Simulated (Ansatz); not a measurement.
Diatomic MgB+, multiplicity 3 (an upper state: multiplicity 1 came lower at CCSD(T)/def2-TZVPP on PBE0 minima).

Constants: fifth-degree fit in 1/R to seven points, most abundant isotopes. In def2 and cc sets the state is the lowest found near the PBE0 minimum, followed along R.

Codes used: Ansatz (an electronic-structure program). Each number belongs to the level named beside it.

```json
[
 {"level": "PBE/def2-TZVPP", "r_e (Å)": "2.248", "ω_e (cm⁻¹)": "462", "α_e (cm⁻¹)": "0.0057", "ω_e x_e (cm⁻¹)": "5.1"},
 {"level": "PBE0/def2-TZVPP", "r_e (Å)": "2.242", "ω_e (cm⁻¹)": "460", "α_e (cm⁻¹)": "0.0063", "ω_e x_e (cm⁻¹)": "6.0"},
 {"level": "wB97X-V/def2-TZVPP", "r_e (Å)": "2.246", "ω_e (cm⁻¹)": "431", "α_e (cm⁻¹)": "0.0086", "ω_e x_e (cm⁻¹)": "9.0"},
 {"level": "CCSD/def2-TZVPP", "r_e (Å)": "2.282", "ω_e (cm⁻¹)": "395", "α_e (cm⁻¹)": "0.0087", "ω_e x_e (cm⁻¹)": "8.3"},
 {"level": "CCSD(T)/def2-TZVPP", "r_e (Å)": "2.276", "ω_e (cm⁻¹)": "405", "α_e (cm⁻¹)": "0.0083", "ω_e x_e (cm⁻¹)": "7.8"}
]
```

Correlated levels freeze the inner cores; with def2 sets outer-core shells near the valence are correlated too.
